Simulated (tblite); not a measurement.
C₅H₅NSe.
Atom-mapped SMILES: `[CH3:1][C:2]#[C:3][C@@H:4]([SeH:5])[C:6]#[N:7]` (hydrogens: H8, H9, H10 on C1; H11 on C4; H12 on Se5)

Computed with GFN2-xTB (tblite), gas phase: L-BFGS steps from a force-field or distance-geometry start until the largest atomic force falls under 0.01 eV/Å.

Step 56: E = -523.3281 eV
```
atom  x, y, z in Å  |  force x, y, z in eV/Å
C1      2.6660    0.0462    0.2095    0.027   0.022   0.020
C2      1.2273    0.0231    0.1461   -0.064  -0.058   0.003
C3      0.0334   -0.0659    0.0608    0.016   0.026  -0.048
C4     -1.3986   -0.1305   -0.0811   -0.020   0.028  -0.022
Se5    -2.2465   -1.0868    1.5139   -0.018   0.000  -0.049
C6     -1.9617    1.1880   -0.2068    0.027  -0.160  -0.022
N7     -2.4049    2.2328   -0.3349   -0.047   0.120   0.043
H8      3.0051   -0.5112    1.0802    0.024  -0.011   0.050
H9      3.0271    1.0705    0.2779   -0.011   0.033   0.012
H10     3.0731   -0.4164   -0.6869    0.055  -0.019  -0.052
H11    -1.6799   -0.7393   -0.9482    0.014  -0.017   0.005
H12    -3.3392   -1.6112    0.7083   -0.003   0.035   0.059
```

Step 57: E = -523.3296 eV
```
atom  x, y, z in Å  |  force x, y, z in eV/Å
C1      2.6666    0.0460    0.2094    0.019   0.022   0.019
C2      1.2280    0.0201    0.1422   -0.063  -0.052   0.003
C3      0.0339   -0.0642    0.0572    0.011   0.014  -0.043
C4     -1.3982   -0.1314   -0.0830   -0.022   0.023  -0.022
Se5    -2.2435   -1.0904    1.5125    0.011   0.017  -0.029
C6     -1.9627    1.1864   -0.2074    0.030  -0.157  -0.014
N7     -2.4048    2.2322   -0.3314   -0.051   0.120   0.039
H8      3.0025   -0.5107    1.0821    0.030  -0.006   0.042
H9      3.0234    1.0719    0.2793   -0.003   0.025   0.012
H10     3.0782   -0.4156   -0.6857    0.051  -0.015  -0.041
H11    -1.6794   -0.7415   -0.9489    0.012  -0.016  -0.004
H12    -3.3426   -1.6035    0.7124   -0.026   0.025   0.039
```

**Question.** Estimate the geometry and energy of step 58. (The exact step hangs on the optimiser's Hessian estimate; all steps are aligned on step 57, rigid shifts and turns removed.)

**Answer.** E = -523.3363 eV, largest force 0.090 eV/Å
```
atom  x, y, z in Å  |  force x, y, z in eV/Å
C1      2.6719    0.0491    0.2090   -0.017   0.015   0.010
C2      1.2347    0.0056    0.1177   -0.026  -0.017   0.008
C3      0.0391   -0.0529    0.0381   -0.021  -0.069  -0.023
C4     -1.3922   -0.1453   -0.0949   -0.021  -0.015  -0.022
Se5    -2.2112   -1.1379    1.4961   -0.031   0.039  -0.057
C6     -1.9702    1.1660   -0.2089    0.002  -0.062   0.031
N7     -2.4056    2.2179   -0.3070   -0.045   0.040   0.019
H8      2.9875   -0.5037    1.0936    0.069   0.032  -0.022
H9      3.0036    1.0840    0.2866    0.039  -0.030   0.013
H10     3.1108   -0.4070   -0.6788    0.016   0.019   0.041
H11    -1.6648   -0.7632   -0.9565   -0.009  -0.001  -0.062
H12    -3.4023   -1.5135    0.7437    0.044   0.047   0.063
```

The energy changes by -0.0067 eV. The first-order estimate −F·Δx gives -0.0108 eV and the mean of the old and new forces, exact on a quadratic surface, -0.0063 eV. The step makes an angle of 74° with the force vector and moves no atom by more than 0.113 Å.

What follows is the cost of the whole relaxation. Time: 1.4 s of wall time. Hardware: one thread of an AMD EPYC, shared host with 64 logical CPUs at a one-minute load of 64.
